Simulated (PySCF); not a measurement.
Compound: 3-hydroxybenzoic acid, C7H6O3.
SMILES: `O=C(O)C1=CC=CC(O)=C1`

Torsions of this conformer, `[O:1]=[C:2]([OH:3])[c:4]1[cH:5][cH:6][cH:7][c:8]([OH:9])[cH:10]1`: O1–C2–C4–C5 -179°, H–O3–C2–O1 0°, H–O9–C8–C7 180°.

The closed-shell ground state was solved at several levels (PySCF, density fitting, gas phase, non-relativistic). One conformer (not necessarily the lowest) at the PBE0-D3(BJ)/def2-SVP geometry, without solvent, vibrations or thermal averaging.

| level | basis functions | HOMO (eV) | LUMO (eV) | gap (eV) | dipole (D) |
| --- | --- | --- | --- | --- | --- |
| wB97X-D/def2-SVPD | 257 | -8.69 | 0.09 | 8.78 | 0.88 |
| PBE0/pcSseg-1 | 200 | -6.89 | -1.51 | 5.38 | 0.69 |
| CAM-B3LYP/pcSseg-1 | 200 | -8.07 | -0.42 | 7.65 | 0.72 |

Question: What might B3LYP/pcJ-1 (330 basis functions) give for the same quantities?

Answer: HOMO -6.65 eV, LUMO -1.66 eV, gap 4.99 eV, dipole 0.67 D.

Question: Over all these levels, which gives the widest orbital gap and which the narrowest?

Answer: wB97X-D/def2-SVPD (range-separated hybrid) has the widest, 8.78 eV, and B3LYP/pcJ-1 (global hybrid, 20 % exact exchange) the narrowest, 4.99 eV. Functional and basis both differ between the two, so the spread mixes both effects.

Question: How far do the dipole and the HOMO energy spread over the levels?

Answer: The dipole runs from 0.67 to 0.88 D (mean 0.74 D) and the HOMO from -8.69 to -6.65 eV.
